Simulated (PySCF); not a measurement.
**NMR data sheet: CF3COOSiMe3**

```
Formula                               : C5H9F3O2Si
SMILES                                : C[Si](C)(C)OC(=O)C(F)(F)F
InChI                                 : InChI=1S/C5H9F3O2Si/c1-11(2,3)10-4(9)5(6,7)8/h1-3H3
Point group of the computed structure : Cs
Degrees of unsaturation               : 1
Carbon signals                        : 3
Proton signals                        : 1
```

Mapped SMILES: `[CH3:1][Si:2]([CH3:3])([CH3:4])[O:5][C:6](=[O:7])[C:8]([F:9])([F:10])[F:11]`. Each H is labelled by its parent atom.

PySCF 2.14.0 with density-fitted response routines calculation with coordinates at the GFN2-xTB level and PBE0/pcSseg-1 with gauge-including orbitals; single conformer, no solvent model, equivalent nuclei averaged, relativity neglected.

Scale: TMS for ¹H, ¹³C, ²⁹Si; ¹⁹F vs CFCl3; ¹⁷O against H2O (reference shieldings calculated alike).

| carbon | δC, type | δH (multiplicity) | HMBC from (2–3 bonds) | span of the C tensor (ppm) |
| --- | --- | --- | --- | --- |
| C1/C3/C4 | 0.0, CH3 | 0.46 (s) | H(C1)/H(C3)/H(C4) | 16 |
| C6 | 162.8, C | – | – | 147 |
| C8 | 125.2, C | – | – | 30 |

Other nuclei:
| atoms | nucleus | environment | δ (ppm) | σ (ppm) |
| --- | --- | --- | --- | --- |
| F9/F10/F11 | ¹⁹F | fluorine of a CF3 group | -89.5 | 260.5 |
| Si2 | ²⁹Si | silicon bonded to 3 C, O | 36.5 | 312.6 |
| O7 | ¹⁷O | carbonyl oxygen | 436.4 | -100.3 |
| O5 | ¹⁷O | oxygen bonded to C, Si | 211.3 | 124.8 |

- Carbon types of the structure: 2 × C, 3 × CH3, which accounts for all hydrogens.
- δC 162.8: carbonyl carbon.
- δC 125.2: CF3 carbon; 3 electronegative neighbours deshield it.
- δC 0.0: methyl carbon bonded to Si; an electropositive neighbour leaves it electron-rich and shielded.
- δH 0.46: hydrogen on a methyl carbon bonded to Si; an electropositive neighbour shields it, as in TMS itself.

Splittings by ¹⁹F in the carbon and heteronuclear signals aren't shown, as no couplings were computed. Shifts are as computed. Against solution values, carbons near 30 ppm lie about +3 ppm off and those near 130 ppm about +5 ppm. Of 1211 compounds with measured shifts, 218 miss one by over three times the rms of a fit or turn the order of signals round; such compounds aren't used in these exercises. Unscaled 19F shifts against computed CFCl3 carry errors that often reach 10 to 50 ppm. Unscaled 17O shifts of doubly bonded oxygen tend to come out too high, by tens of ppm or more. Experimental scales use liquid or dissolved standards, which lie at an offset from isolated H2O (liquid H2O: subtract about 36 ppm).
